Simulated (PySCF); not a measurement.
# Radial density of Ga⁺ (gallium, charge +1)

r2SCAN, [Ar] 3d10 4s2, closed-shell 1S. All numbers are calculated (PySCF 2.14, the spin-free X2C one-electron Hamiltonian (Gaussian nucleus), in cc-pVDZ-DK (5s4p2d, 27 functions)).

```tsv
r (bohr)	4πr²ρ (e/bohr)
0.000650	0.1823
0.00109	0.4722
0.00184	1.144
0.00309	2.726
0.00521	6.240
0.00876	13.21
0.0147	24.34
0.0248	35.63
0.0417	36.75
0.0701	30.28
0.118	39.55
0.198	38.75
0.334	20.84
0.561	26.80
0.944	12.39
1.59	2.647
2.67	0.7966
4.49	0.04906
7.55	0.0002585
```

Densities and radii are taken from the X2C orbitals without a picture-change correction, which distorts them close to the nucleus.
